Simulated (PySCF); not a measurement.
What builds the third ionisation energy along the 3d series

All values are computed (PySCF 2.14, energy differences of UHF-based or UKS calculations, no spin-orbit coupling). Each column adds one step, in eV (sums use unrounded values): valence MP2, valence CCSD, valence triples, then the next inner shell at CCSD(T) (Ti 3s 3p, V 3s 3p, Cr 3s 3p, Mn 3s 3p, Fe 3s 3p, Co 3s 3p, Ni 3s 3p, Cu 3s 3p, Zn 3s 3p). References (NIST) marked * lie between the lowest fine-structure levels; the others compare directly ((s) semi-empirical, (t) theoretical).

| element | UHF | + MP2 | + CCSD | + (T) | + inner shell | sum | reference |
| --- | --- | --- | --- | --- | --- | --- | --- |
| Ti [Ar] 3d2 → [Ar] 3d1 (x2c-TZVPPall, spin-free X2C) | 26.588 | 0.116 | 0.035 | 0.000 | 0.354 | 27.093 | 27.492 * |
| V [Ar] 3d3 → [Ar] 3d2 (x2c-TZVPPall, spin-free X2C) | 28.159 | 0.365 | 0.067 | 0.002 | 0.421 | 29.013 | 29.311 * |
| Cr [Ar] 3d4 → [Ar] 3d3 (x2c-TZVPPall, spin-free X2C) | 29.672 | 0.628 | 0.063 | 0.008 | 0.413 | 30.784 | 30.959 ± 0.025 * |
| Mn [Ar] 3d5 → [Ar] 3d4 (x2c-TZVPPall, spin-free X2C) | 32.356 | 0.828 | 0.027 | 0.014 | 0.290 | 33.515 | 33.668 ± 0.012 * |
| Fe [Ar] 3d6 → [Ar] 3d5 (x2c-TZVPPall, spin-free X2C) | 28.308 | 1.560 | -0.035 | 0.040 | 0.297 | 30.171 | 30.651 ± 0.012 * |
| Co [Ar] 3d7 → [Ar] 3d6 (x2c-TZVPPall, spin-free X2C) | 31.190 | 1.801 | -0.144 | 0.054 | 0.194 | 33.095 | 33.5 ± 0.06 (s) * |
| Ni [Ar] 3d8 → [Ar] 3d7 (x2c-TZVPPall, spin-free X2C) | 32.601 | 2.234 | -0.289 | 0.074 | 0.211 | 34.831 | 35.187 ± 0.019 * |
| Cu [Ar] 3d9 → [Ar] 3d8 (x2c-TZVPPall, spin-free X2C) | 34.004 | 2.650 | -0.454 | 0.088 | 0.211 | 36.499 | 36.841 ± 0.012 * |
| Zn [Ar] 3d10 → [Ar] 3d9 (x2c-TZVPPall, spin-free X2C) | 36.980 | 2.942 | -0.637 | 0.104 | 0.113 | 39.501 | 39.723 * |

What remains against the references is mostly basis incompleteness and, for starred values, spin-orbit coupling.

These are valence bases, so the inner-shell step is incomplete.
